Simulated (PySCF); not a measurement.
Orbital picture of SeCl

M06 at R = 2.126 Å; Se def2-TZVPP, Cl def2-TZVPP; no relativity (PySCF 2.14). State: ²Π (doublet), unpaired electrons π ↑. Only the outer orbitals are listed, counted within each symmetry.

| spin | orbital | occ. | ε (eV) | on Se (%) | main shells (%) |
| --- | --- | --- | --- | --- | --- |
| α | 10σ | 1 | -24.24 | 19 | 79 Cl s, 15 Se s |
| α | 11σ | 1 | -18.88 | 76 | 76 Se s, 17 Cl s |
| α | 12σ | 1 | -11.63 | 41 | 57 Cl p, 32 Se p |
| α | 5π | 1 | -10.72 | 29 | 70 Cl p, 28 Se p |
| α | 5π | 1 | -10.34 | 21 | 79 Cl p, 20 Se p |
| α | 6π | 1 | -7.83 | 72 | 71 Se p, 28 Cl p |
| α | 6π | 1 | -7.07 | 80 | 80 Se p, 20 Cl p |
| α | 13σ | 0 | -2.01 | 71 | 66 Se p, 28 Cl p |
| α | 14σ | 0 | 4.63 | 92 | 92 Se p, 15 Cl d |
| α | 7π | 0 | 5.34 | 92 | 62 Se p, 30 Se d |
| β | 10σ | 1 | -24.03 | 16 | 82 Cl s, 12 Se s |
| β | 11σ | 1 | -18.03 | 76 | 76 Se s, 15 Cl s, 9 Cl p |
| β | 12σ | 1 | -11.33 | 42 | 56 Cl p, 31 Se p, 10 Se s |
| β | 5π | 1 | -10.19 | 19 | 81 Cl p, 17 Se p |
| β | 5π | 1 | -10.12 | 14 | 85 Cl p, 12 Se p |
| β | 6π | 1 | -6.71 | 82 | 82 Se p, 17 Cl p |
| β | 6π | 0 | -4.52 | 87 | 87 Se p, 12 Cl p |
| β | 13σ | 0 | -1.74 | 72 | 66 Se p, 26 Cl p |
| β | 14σ | 0 | 4.71 | 90 | 89 Se p, 15 Cl d |

Which are the highest filled and the lowest empty level, where do they sit, and how wide is the gap?

Highest filled β 6π at -6.71 eV (in %: 82 Se p, 17 Cl p); lowest empty β 6π at -4.52 eV (in %: 87 Se p, 12 Cl p); the gap at M06 is 2.19 eV. Both belong to one degenerate shell, split only by its one-sided filling, so this is no excitation gap.

| Quantity | Value |
| --- | --- |
| bond order (Mayer) | 1.21 |
| ⟨S²⟩ | 0.753 |
| charge on Se (Mulliken, basis-dependent) | 0.15 |
| charge on Se (Löwdin, basis-dependent) | -0.05 |
| dipole moment (positive dipole means Se(−)Cl(+)) | -0.73 D |

Spin–orbit coupling is left out. The state is the lowest determinant that a PBE0 search found; another state may lie lower at other levels.
